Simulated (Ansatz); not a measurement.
`F[CH2][GeH2][Br]` + H₂ → `F[CH2][GeH3]` + HBr at 400 K and 1 bar (hydrogenolysis of a Ge–Br bond).

Gas-phase electronic energies from Ansatz, PBE0-D4/def2-TZVP geometries. CCSD(T)/CBS adds triple-zeta CCSD(T) − MP2 to the extrapolated MP2 energy (def2 sets, frozen cores). This one scheme is used for every species. For Br, Ge outer-core shells are correlated without core-valence functions, which leaves a few kJ/mol of doubt a bond. Scalar relativity is left out up to krypton. One conformer a species, not always the lowest.

```csv
species,CCSD(T)/CBS energy (Eh),H − E (kJ/mol),S (J/(mol·K))
`F[CH2][GeH2][Br]`,-4789.70402,150.8,376.8
H₂,-1.17544,38.0,139.0
`F[CH2][GeH3]`,-2216.93494,162.6,326.2
HBr,-2573.91920,27.6,207.2
```

H − E and S are ideal-gas, rigid-rotor, harmonic terms from PBE0-D4/def2-TZVP, for one conformer and one mirror image of each species. The MP2-based limit puts H₂ 0.8 mEh under its directly extrapolated value; such offsets cancel only in part. 1 Eh = 2625.50 kJ/mol, R = 8.31446 J/(mol·K).

Question: By hand: ΔE, ΔH, ΔS and ΔG.

Answer: ΔE = (-2216.93494) + (-2573.91920) − (-4789.70402) − (-1.17544) = 0.02532 Eh = 66.5 kJ/mol. Δ(H − E) = 162.6 + 27.6 − 150.8 − 38.0 = 1.4, so ΔH = 67.9 kJ/mol. ΔS = 326.2 + 207.2 − 376.8 − 139.0 = 17.6 J/(mol·K). ΔG = 67.9 − 400 × (17.6)/1000 = 60.9 kJ/mol.

Question: By hand: the equilibrium constant, and the temperature at which ΔG would vanish if ΔH and ΔS stayed fixed.

Answer: log₁₀ K = −ΔG/(RT ln 10) = -8.0. ΔG = 0 at ΔH/ΔS = 3858 K, far beyond where these terms or the molecules hold.

ΔH outweighs TΔS. A doubt of 5 kJ/mol in ΔE shifts log₁₀ K by 0.7 here. Other conformers and mirror images would add mixing entropy, several J/(mol·K) or more a flexible species. These are equilibria of isolated gas molecules and say nothing of rates. Largest T1 diagnostic: 0.011 (customary marks: 0.02 for closed shells, 0.045 for open ones).
